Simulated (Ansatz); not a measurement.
Isolated molecules relaxed with PBE0-D4/def2-TZVP in Ansatz; ΔE leaves out vibrations. CBS: MP2 limit from def2 TZ/QZ plus the TZ coupled-cluster correction, frozen cores. This one scheme is used for every species. One conformer a species, not always the lowest.

Reaction (formal exchange of groups at a C–F bond): `FC[SiH]1[AlH][SiH2]1` + CH₄ → `CC[SiH]1[AlH][SiH2]1` + H–F

| species | CCSD(T)/def2-SVP energy (Eh) |
| --- | --- |
| `FC[SiH]1[AlH][SiH2]1` | -960.78719 |
| CH₄ | -40.35705 |
| `CC[SiH]1[AlH][SiH2]1` | -901.02429 |
| H–F | -100.13914 |

Q: Work out ΔE.

A: ΔE = (-901.02429) + (-100.13914) − (-960.78719) − (-40.35705) = -0.01919 Eh = -12.0 kcal/mol. CCSD(T)/CBS gives -14.9 kcal/mol.

Largest T1 diagnostic among the species: 0.014.

From r2SCAN to r2SCAN0 (25 % exact exchange), in def2-TZVPP and without D4, ΔE moves by −1.7 kcal/mol. The D4 term adds −1.8 kcal/mol with B3LYP and −1.0 kcal/mol with PBE0; it sums over pairs of atoms, weighted by their polarisabilities, and B3LYP, whose exchange is more repulsive, gets the larger term. Leaving LDA and LC-ωPBE aside and taking each functional with its dispersion term where it has one, the values, not all of them listed here, spread over 5.8 kcal/mol, from PBE-QIDH to BLYP-D4. LDA lies −2.5 kcal/mol from PBE without D4.

B3LYP here is the variant with VWN-RPA as its local correlation; programs differ in this.
